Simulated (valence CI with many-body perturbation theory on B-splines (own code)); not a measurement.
**Missing levels of Pr XXVII**

Method: relativistic CI+MBPT: five valence electrons over a frozen Dirac-Fock core [Ar] 3d10, radial functions for each j: 9 s, 9 p, 8 d, 6 f, 3 g, 1 h, with the one-electron correlation potential Σ1, the two-electron term Σ2, the three-electron term Σ3, Breit, model QED; selected CI, second order for the rest (own B-spline code, finite nucleus).

The last digits are not significant, and no measured levels were compared; by estimate large intervals hold to a few tenths of a per cent, small ones and those within an open d or f shell to about a per cent. Among the levels kept, up to 270 cm⁻¹ of a level comes from second order outside the variational space, and about a tenth of that is noise between levels of different J, which matters for small intervals.

```tsv
Level	E (cm⁻¹)
(4s^2 4p1/2^2 4p3/2) J=3/2	0
(4s^2 4p1/2 4p3/2^2) J=3/2	?
(4s^2 4p1/2 4p3/2^2) J=5/2	?
(4s^2 4p1/2 4p3/2^2) J=1/2	258020
(4s^2 4p3/2^3) J=3/2	?
(4s 4p1/2^2 4p3/2^2) J=5/2	678920
(4s 4p1/2^2 4p3/2^2) J=3/2	752130
(4s 4p1/2^2 4p3/2^2) J=1/2	764870
(4s^2 4p1/2^2 4d3/2) J=3/2	839020
(4s 4p1/2 4p3/2^3) J=3/2	898200
(4s^2 4p1/2^2 4d5/2) J=5/2	?
(4s 4p1/2 4p3/2^3) J=5/2	934110
(4s 4p1/2 4p3/2^3) J=1/2	972340
(4s^2 4p1/2 4p3/2 4d3/2) J=3/2 [a]	?
(4s^2 4p1/2 4p3/2 4d3/2) J=5/2 [a]	1010200
(4s^2 4p1/2 4p3/2 4d3/2) J=1/2 [a]	1032200
(4s^2 4p1/2 4p3/2 4d3/2) J=7/2	?
(4s^2 4p1/2 4p3/2 4d3/2) J=3/2 [b]	1051900
(4s^2 4p1/2 4p3/2 4d5/2) J=7/2 [a]	1052100
(4s^2 4p1/2 4p3/2 4d5/2) J=9/2	1083200
```

Levels are named by their leading jj configuration (3d3/2^4 stands for four electrons in 3d with j = 3/2), which in mixed levels can hold well under half, so a name can repeat and another be missing. Letters in brackets count levels of one name in rising energy.

**Question.** The levels stand in rising order. What does the calculation give for the missing energies?

**Answer.** (4s^2 4p1/2 4p3/2^2) J=3/2 189010; (4s^2 4p1/2 4p3/2^2) J=5/2 219310; (4s^2 4p3/2^3) J=3/2 450940; (4s^2 4p1/2^2 4d5/2) J=5/2 899830; (4s^2 4p1/2 4p3/2 4d3/2) J=3/2 [a] 976820; (4s^2 4p1/2 4p3/2 4d3/2) J=7/2 1033400.
